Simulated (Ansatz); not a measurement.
Mulliken charges of `O[Si](O)(Cl)Cl` from r2SCAN/def2-TZVPP in Ansatz (PBE0-D4/def2-TZVP geometry).

```json
{"atom": "O1", "x (Å)": "-0.871", "y (Å)": "0.336", "z (Å)": "1.038", "charge (e)": "-0.380"}
{"atom": "Si2", "x (Å)": "-0.022", "y (Å)": "-0.072", "z (Å)": "-0.282", "charge (e)": "0.789"}
{"atom": "O3", "x (Å)": "1.106", "y (Å)": "-1.152", "z (Å)": "0.130", "charge (e)": "-0.376"}
{"atom": "Cl4", "x (Å)": "-1.176", "y (Å)": "-0.950", "z (Å)": "-1.697", "charge (e)": "-0.216"}
{"atom": "Cl5", "x (Å)": "0.799", "y (Å)": "1.616", "z (Å)": "-1.091", "charge (e)": "-0.239"}
{"atom": "H6", "x (Å)": "-1.457", "y (Å)": "1.093", "z (Å)": "0.989", "charge (e)": "0.210"}
{"atom": "H7", "x (Å)": "1.682", "y (Å)": "-0.939", "z (Å)": "0.867", "charge (e)": "0.212"}
```

By hand: the dipole of these point charges (1 e Å = 4.8032 D).

Σ q r = (0.011, 0.098, 0.353) e Å, of length 0.367 e Å = 1.76 D.

How does the dipole of the full density compare? (Best estimate.)

The calculation gave: (0.003, 0.243, 0.346) e Å, 2.03 D; the point charges give 0.87 times that, at 20° from its direction.

Point charges leave out the atoms' own dipoles, such as those of lone pairs, and Mulliken's split depends on the basis, so the two needn't agree.
